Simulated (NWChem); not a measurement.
System: SF anion

Here is an NWChem input.

```
start job
memory heap 200 mb stack 900 mb global 1100 mb
charge -1
geometry units angstroms noautosym nocenter noautoz
  F      0.000000     0.000000    -1.124567
  S      0.000000     0.000000     0.635976
end
basis spherical
  * library 6-31+g*
end
dft
  xc pbe0
  iterations 150
end
cosmo
  dielec 46.7
end
task dft energy
```

The geometry was optimised at B3LYP/def2-SVPD.

Level: PBE0/6-31+G* with COSMO at NWChem's default radii, gas-phase geometry; the question gives the dielectric constant. Reactions with the solvent are ignored.

Problem. What results follow from this input? (PBE0/6-31+G* (spherical d), COSMO on the gas-phase geometry.) Quantities: electrostatic solvation energy (kcal/mol).

Solution. 
```
Item                                       Result
-----------------------------------------  ------
electrostatic solvation energy (kcal/mol)   -65.1
```
